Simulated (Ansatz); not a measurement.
A nudged elastic band was laid between two geometries of Cl3FSi + FH (7 atoms, charge 0, multiplicity 1).

The calculation used RKS PBE-D4/def2-SVP in Ansatz.

| Quantity | Value |
| --- | --- |
| movable images | 5 |
| climbing image | yes |
| spring | 5.0 eV/Å² |
| optimiser | quadratic models (default) |
| start path | straight line |
| force threshold | 0.05 eV/Å |
| iteration limit | 60 |
| end points | relaxed |

First end point:

```xyz
7
Properties=species:S:1:pos:R:3
Si 0.250 0.000 -0.082
Cl 0.262 0.000 1.988
F 1.809 0.000 -0.523
Cl -0.611 1.696 -0.804
Cl -0.611 -1.696 -0.804
F -2.701 0.000 1.191
H -2.050 0.000 1.867
```

Last end point:

```xyz
7
Properties=species:S:1:pos:R:3
Si -0.799 0.000 -0.534
Cl 0.852 0.000 3.195
F 0.796 0.000 -0.313
Cl -1.360 1.690 -1.510
Cl -1.360 -1.690 -1.510
F -1.496 0.000 0.937
H -0.285 0.000 2.569
```

(1) Which bonds break or form, and what moves?

(2) What energy profile does the band end with?

(3) What is the geometry of the highest image?

The band took 9 iterations and about 2.9 core-minutes.

Answers

(1) Bonds broken: Si1–Cl2, F6–H7. Bonds formed: Si1–F6, Cl2–H7. Cl3FSi + FH becomes Cl2F2Si + ClH.

(2) The run converged. The highest image is number 3 of 0 to 6, 0.79 eV above the first end and 1.22 eV above the last; the last end lies 0.43 eV below the first. Another band between the same ends (5 images) ends at a top of the same energy, where a vibrational analysis finds 1 clearly imaginary mode. The orbitals stay closed-shell, which can raise the energy where a bond breaks towards radicals; this wasn't checked here.

```json
{"image": "0", "path coordinate (Å)": "0.00", "energy (eV)": "0.00", "Si1–Cl2 (Å)": "2.07", "F6–H7 (Å)": "0.94", "Si1–F6 (Å)": "3.21"}
{"image": "1", "path coordinate (Å)": "0.52", "energy (eV)": "0.10", "Si1–Cl2 (Å)": "2.10", "F6–H7 (Å)": "0.95", "Si1–F6 (Å)": "2.67"}
{"image": "2", "path coordinate (Å)": "1.04", "energy (eV)": "0.41", "Si1–Cl2 (Å)": "2.18", "F6–H7 (Å)": "0.99", "Si1–F6 (Å)": "2.17"}
{"image": "3", "path coordinate (Å)": "1.55", "energy (eV)": "0.79", "Si1–Cl2 (Å)": "2.42", "F6–H7 (Å)": "1.25", "Si1–F6 (Å)": "1.83"}
{"image": "4", "path coordinate (Å)": "2.20", "energy (eV)": "0.28", "Si1–Cl2 (Å)": "2.97", "F6–H7 (Å)": "1.62", "Si1–F6 (Å)": "1.67"}
{"image": "5", "path coordinate (Å)": "2.84", "energy (eV)": "-0.27", "Si1–Cl2 (Å)": "3.51", "F6–H7 (Å)": "1.81", "Si1–F6 (Å)": "1.63"}
{"image": "6", "path coordinate (Å)": "3.48", "energy (eV)": "-0.43", "Si1–Cl2 (Å)": "4.08", "F6–H7 (Å)": "2.03", "Si1–F6 (Å)": "1.63"}
```

(3) 
```xyz
7
Properties=species:S:1:pos:R:3
Si -0.377 0.000 -0.073
Cl 0.363 0.000 2.231
F 1.212 0.000 -0.444
Cl -0.947 1.774 -0.943
Cl -0.947 -1.774 -0.943
F -1.856 0.000 1.007
H -1.100 0.000 1.998
```

Time of the run: 90 s on 2 threads of Arm Neoverse V1 (shared host), peak memory 0.15 GiB.
